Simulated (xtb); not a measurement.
Se(Br)(SMe) (CH₃BrSSe), SMILES CS[Se]Br. All values are semi-empirical tight-binding results from xtb (GFN2-xTB unless named), good for trends rather than for accurate numbers. Coordinates come from a GFN2-xTB optimisation. This is a generated structure with no PubChem entry under its InChIKey; it may be hypothetical. Other conformers were not sampled.

**Question.** Estimate the properties. (Estimate from the structure and the level; the computed values follow.)

**Answer.** 
```yaml
orbital_gap: 2.75 eV
zero_point_energy: 24.4 kcal/mol
G − E(el) at 298.15 K (modified RRHO): 3.4 kcal/mol
static polarisability (D4 model): 82.5 bohr³
solvation energy, GFN2-xTB/ALPB(water): -0.1 kcal/mol
solvation energy, GFN2-xTB/ALPB(toluene): -5.5 kcal/mol
```
